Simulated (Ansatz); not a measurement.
Gas-phase electronic energies from Ansatz, PBE0-D4/def2-TZVP geometries. CCSD(T)/CBS adds triple-zeta CCSD(T) − MP2 to the extrapolated MP2 energy (def2 sets, frozen cores). Functionals use def2-TZVPP. B3LYP here is the variant with VWN-RPA as its local correlation; programs differ in this. Each species was taken in one conformer, which may not be the lowest.

Consider the formal exchange of groups at the Si–Si bond: `N[SiH](O)[Si](N)(O)O` + `C=COC` → `C=C[Si](N)(O)O` + `CO[SiH](N)O`.

```tsv
level	ΔE (eV)
PBE-D4	-1.42
B3LYP-D4	-1.71
MP2/CBS(def2)	-1.92
CCSD/CBS(def2)	-1.91
```

Question: What does CCSD(T)/CBS give? (An estimate is asked.)

Answer: Computed: -1.85 eV. The listed levels differ from it by 0.43, 0.14, -0.07, -0.06 eV.

Largest T1 diagnostic among the species: 0.012.

From PBE to PBE0 (25 % exact exchange), in def2-TZVPP and without D4, ΔE moves by −0.17 eV. In def2-TZVPP, CCSD(T) changes the Hartree–Fock value by +0.24 eV (the triples alone add +0.05 eV) and MP2 by +0.17 eV.
